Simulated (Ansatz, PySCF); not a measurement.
Isomers of C2H2F2: 1 is FC(F)=C, 2 is F/C=C/F; one conformer of each (the lowest of an xTB search), B3LYP-D3(BJ)/def2-TZVP minima.
Isomer 1 (charge 0, multiplicity 1, Z-matrix in Å and degrees):
```
C
C 1 1.3156
F 1 1.3225 2 125.22
F 1 1.3225 2 125.22 3 -180.00
H 2 1.0775 1 119.81 3 0.00
H 2 1.0775 5 120.39 1 -180.00
```
Isomer 2 (charge 0, multiplicity 1):
```xyz
6

F     -1.63314    -0.67634     0.28831
C     -0.62520     0.18830     0.07389
C      0.62519    -0.18831     0.26536
F      1.63314     0.67633     0.05092
H     -0.93920     1.16899    -0.25391
H      0.93921    -1.16898     0.59318
```

No zero-point or thermal terms.

Frozen-core correlation. Rows in 3-21G, 6-31G*, STO-3G carry no dispersion term and start afresh at each structure (6-31G* with six Cartesian d functions).

Programs: Ansatz (a first-principles code); PySCF for 3-21G rows, 6-31G* rows, STO-3G rows, the dispersion terms. Values without a source in brackets are computed.

```csv
level,electronic energy of isomer 2 less that of isomer 1 (kJ/mol)
HF/STO-3G,37.2
HF/6-31G*,47.6
BLYP/def2-TZVPP,39.5
BLYP-D4/def2-TZVPP,40.1
revPBE/def2-TZVPP,43.1
B3LYP/3-21G,…
B3LYP-D4/def2-TZVPP,42.3
BHLYP/def2-TZVPP,43.9
CCSD/cc-pVTZ,…
```

Q: Fill in the missing entries.

A: 
- B3LYP/3-21G, electronic energy of isomer 2 less that of isomer 1 (kJ/mol): 50.5
- CCSD/cc-pVTZ, electronic energy of isomer 2 less that of isomer 1 (kJ/mol): 45.5
